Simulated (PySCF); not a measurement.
Electron correlation in F⁺ (fluorine, charge +1)

[He] 2s1 2p4 3s1, high-spin 5P determinant (an excited configuration). Calculation: PySCF 2.14, in x2c-TZVPPall with one added diffuse shell each of s, p, d type (6s4p3d1f, 40 functions); the spin-free X2C one-electron Hamiltonian (Gaussian nucleus). Frozen: nothing; 8 electrons correlated.

```json
{"level": "CCSD", "correlation energy (mhartree)": "-128.60"}
{"level": "(T)", "correlation energy (mhartree)": "-6.38"}
{"level": "CCSD(T)", "correlation energy (mhartree)": "-134.98"}
```

Diagnostics: T1 = 0.0056, D1 = 0.0200, largest double amplitude 0.273.

The outer electron is Rydberg-like, and this basis confines it to a smaller radius and binds it less than a complete one would. A double-excitation amplitude exceeds 0.15, a sign of near-degeneracy.

Cost of the coupled-cluster step: about 2.6 core-seconds, for 8 correlated electrons.

Iterations:

```
CC2 = 0
CCSD nocc = (np.int64(6), np.int64(2)), nmo = (40, 40)
frozen orbitals [[], []]
max_cycle = 100
direct = 0
conv_tol = 1e-08
conv_tol_normt = 1e-06
diis_space = 8
diis_start_cycle = 0
Init t2, MP2 energy = -0.127122472682754
Init E_corr(UCCSD) = -0.127122472684587
cycle = 1  E_corr(UCCSD) = -0.147592303505799  dE = -0.0204698308  norm(t1,t2) = 0.206134
cycle = 2  E_corr(UCCSD) = -0.166629416236465  dE = -0.0190371127  norm(t1,t2) = 0.447183
cycle = 3  E_corr(UCCSD) = -0.136684109883493  dE = 0.0299453064  norm(t1,t2) = 0.965145
cycle = 4  E_corr(UCCSD) = -0.137084333176051  dE = -0.000400223293  norm(t1,t2) = 0.056062
cycle = 5  E_corr(UCCSD) = -0.134198616691257  dE = 0.00288571648  norm(t1,t2) = 0.0539582
cycle = 6  E_corr(UCCSD) = -0.128987431236992  dE = 0.00521118545  norm(t1,t2) = 0.133765
cycle = 7  E_corr(UCCSD) = -0.128924525290574  dE = 6.29059464e-05  norm(t1,t2) = 0.0219245
cycle = 8  E_corr(UCCSD) = -0.12872991676922  dE = 0.000194608521  norm(t1,t2) = 0.046297
cycle = 9  E_corr(UCCSD) = -0.128466029040037  dE = 0.000263887729  norm(t1,t2) = 0.0086179
cycle = 10  E_corr(UCCSD) = -0.128668631183337  dE = -0.000202602143  norm(t1,t2) = 0.0006963
cycle = 11  E_corr(UCCSD) = -0.128568421378831  dE = 0.000100209805  norm(t1,t2) = 0.000379586
cycle = 12  E_corr(UCCSD) = -0.128598287777661  dE = -2.98663988e-05  norm(t1,t2) = 0.000149997
cycle = 13  E_corr(UCCSD) = -0.128599659430747  dE = -1.37165309e-06  norm(t1,t2) = 2.32672e-05
cycle = 14  E_corr(UCCSD) = -0.128600017210302  dE = -3.57779555e-07  norm(t1,t2) = 6.32059e-06
cycle = 15  E_corr(UCCSD) = -0.128599804369544  dE = 2.12840757e-07  norm(t1,t2) = 3.25887e-06
cycle = 16  E_corr(UCCSD) = -0.128599804270736  dE = 9.88080728e-11  norm(t1,t2) = 4.16457e-06
cycle = 17  E_corr(UCCSD) = -0.128599823197559  dE = -1.89268224e-08  norm(t1,t2) = 2.87175e-06
cycle = 18  E_corr(UCCSD) = -0.128599837981446  dE = -1.4783887e-08  norm(t1,t2) = 3.19619e-06
cycle = 19  E_corr(UCCSD) = -0.128599785408987  dE = 5.25724582e-08  norm(t1,t2) = 3.31343e-06
cycle = 20  E_corr(UCCSD) = -0.128599842857146  dE = -5.74481583e-08  norm(t1,t2) = 6.54034e-06
cycle = 21  E_corr(UCCSD) = -0.128599880669029  dE = -3.78118833e-08  norm(t1,t2) = 1.82378e-06
cycle = 22  E_corr(UCCSD) = -0.128599975244452  dE = -9.45754226e-08  norm(t1,t2) = 1.43553e-06
cycle = 23  E_corr(UCCSD) = -0.128599993168532  dE = -1.79240798e-08  norm(t1,t2) = 1.2751e-06
cycle = 24  E_corr(UCCSD) = -0.128599857602243  dE = 1.35566289e-07  norm(t1,t2) = 1.40948e-06
cycle = 25  E_corr(UCCSD) = -0.128599838976723  dE = 1.86255198e-08  norm(t1,t2) = 9.468e-07
cycle = 26  E_corr(UCCSD) = -0.128599809163291  dE = 2.98134323e-08  norm(t1,t2) = 1.4351e-06
cycle = 27  E_corr(UCCSD) = -0.12859976995055  dE = 3.92127405e-08  norm(t1,t2) = 6.75442e-07
cycle = 28  E_corr(UCCSD) = -0.128599745338857  dE = 2.46116933e-08  norm(t1,t2) = 4.57768e-07
cycle = 29  E_corr(UCCSD) = -0.128599734343822  dE = 1.09950349e-08  norm(t1,t2) = 2.17503e-06
cycle = 30  E_corr(UCCSD) = -0.128599725602897  dE = 8.74092501e-09  norm(t1,t2) = 2.10573e-07
UCCSD converged
E(UCCSD) = -97.59502518876977  E_corr = -0.1285997256028971
UCCSD(T) correction = -0.0063794392738198
```

This basis was not built for core-valence correlation, so the inner-shell part is incomplete.
